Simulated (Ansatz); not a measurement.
`O[Si](O)(F)[SiH2]F` + `O[SiH2][SiH3]` → `F[SiH2]O[SiH2][SiH3]` + `O[SiH](O)F`  (cleavage of the Si–Si bond)

Gas-phase electronic energies from Ansatz, PBE0-D4/def2-TZVP geometries. CCSD(T)/CBS adds triple-zeta CCSD(T) − MP2 to the extrapolated MP2 energy (def2 sets, frozen cores). This one scheme is used for every species. Functionals use def2-TZVPP. B3LYP here is the variant with VWN-RPA as its local correlation; programs differ in this. One conformer a species, not always the lowest.

`O[Si](O)(F)[SiH2]F`:

Z-matrix (Å, degrees):
```
Si
O 1 1.623
F 1 1.600 2 111.3
O 1 1.634 2 108.2 3 117.7
Si 1 2.342 2 106.6 3 -118.3
H 2 0.960 1 119.3 3 -79.3
H 4 0.959 1 118.5 2 -160.0
F 5 1.609 1 108.0 2 -175.6
H 5 1.485 1 112.2 2 65.4
H 5 1.485 1 111.1 2 -57.6
```

`O[SiH2][SiH3]`:

Z-matrix (Å, degrees):
```
Si
Si 1 2.347
O 1 1.654 2 112.4
H 1 1.484 2 110.6 3 117.6
H 1 1.493 2 108.5 3 -123.5
H 2 1.489 1 110.0 3 177.8
H 2 1.491 1 110.1 3 58.6
H 2 1.488 1 111.4 3 -61.5
H 3 0.958 1 117.6 2 -58.8
```

`F[SiH2]O[SiH2][SiH3]`:

Z-matrix (Å, degrees):
```
Si
O 1 1.617
F 1 1.594 2 109.7
H 1 1.481 2 110.3 3 -117.5
H 1 1.476 2 108.8 3 117.6
Si 2 1.648 1 146.3 3 74.5
Si 6 2.346 2 111.3 1 26.3
H 6 1.487 2 108.9 1 -95.3
H 6 1.486 2 107.6 1 147.3
H 7 1.488 6 109.0 2 -179.2
H 7 1.488 6 110.5 2 -59.5
H 7 1.488 6 110.8 2 61.0
```

`O[SiH](O)F`:

```xyz
7

O    -1.129   -0.374   -0.658
Si    0.351    0.078   -0.147
O     0.181    1.059    1.130
F     1.161   -1.243    0.228
H    -1.209   -1.176   -1.176
H     1.144    0.797   -1.152
H    -0.499    0.859    1.776
```

```csv
level,ΔE (kJ/mol)
PBE-D4,-124.1
r2SCAN-D4,-147.7
PBE0-D4,-135.9
ωB97X-V,-148.2
ωB97M-V,-155.2
r2SCAN,-147.3
B3LYP,-148.7
HF/def2-TZVPP,-177.9
```

(1) What does CCSD(T)/CBS give? (Estimate.)

Largest T1 diagnostic among the species: 0.012.

## Answers

(1) Ansatz gave: -155.6 kJ/mol. The listed levels differ from it by 31.5, 7.9, 19.7, 7.4, 0.4, 8.3, 6.9, -22.3 kJ/mol.

In def2-TZVPP, CCSD(T) changes the Hartree–Fock value by +20.9 kJ/mol (the triples alone add +3.1 kJ/mol) and MP2 by +13.5 kJ/mol. From PBE to PBE0 (25 % exact exchange), in def2-TZVPP and without D4, ΔE moves by −11.8 kJ/mol.
